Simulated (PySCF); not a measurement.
Atoms are numbered as in `[CH3:1][C:2](=[O:3])[NH:4][CH:5]([CH3:6])[CH3:7]`. Hydrogens are named by the atom that carries them.

- shielding tensors at PBE0/pcSseg-1 (GIAO)
- PBE0-D3(BJ)/def2-SVP geometry
- run in PySCF
- a single conformation, relativity neglected, one averaged value for each set of equivalent atoms, no solvent model

Referencing at the same level of theory: $^{13}$C (σ = 184.41 ppm) and $^{1}$H (σ = 31.27 ppm) against TMS; H2O for $^{17}$O (σ = 334.56 ppm); $^{15}$N (σ = 265.67 ppm) against NH3.

| atoms | nucleus | count | δ (ppm) |
| --- | --- | --- | --- |
| H(C1) | $^{1}$H | 3 | ? |
| C2 | $^{13}$C | 1 | ? |
| H(C6)/H(C7) | $^{1}$H | 6 | 1.01 |
| C1 | $^{13}$C | 1 | 23.8 |
| C6/C7 | $^{13}$C | 2 | 24.9 |
| C5 | $^{13}$C | 1 | 38.6 |
| N4 | $^{15}$N | 1 | 151.3 |
| H(N4) | $^{1}$H | 1 | 3.81 |
| H(C5) | $^{1}$H | 1 | 4.32 |
| O3 | $^{17}$O | 1 | ? |

**Question.** Fill in the missing shifts.

**Answer.** 
- C2: 166.7 ppm, amide carbonyl carbon; lone-pair donation from the attached heteroatom keeps it upfield of a ketone carbonyl
- H(C1): 1.77 ppm, hydrogen on a methyl carbon α to a carbonyl; α to C=O
- O3: 426.3 ppm, amide-type carbonyl oxygen

The OH or NH signal is concentration- and solvent-dependent in practice; the value given is the gas-phase one. Shifts are as computed. Against solution values, carbons near 30 ppm lie about +2 ppm off and those near 130 ppm about +5 ppm. Of 1211 compounds with measured shifts, 218 miss one by over three times the rms of a fit or turn the order of signals round; such compounds aren't used in these exercises. Hydrogen bonding in solution shields acid and N–H amide carbonyl oxygens by tens of ppm. Hydrogen bonding in solution deshields acid and N–H amide carbonyl carbons by as much as 10 ppm beyond these values. Unscaled 17O shifts of doubly bonded oxygen tend to come out too high, by tens of ppm or more. Experimental scales use liquid or dissolved standards, which lie at an offset from isolated NH3 (liquid NH3: subtract about 20 ppm) and H2O (liquid H2O: subtract about 36 ppm). Unscaled 15N shifts of sp2 nitrogen come out 20 to 40 ppm too high even then.
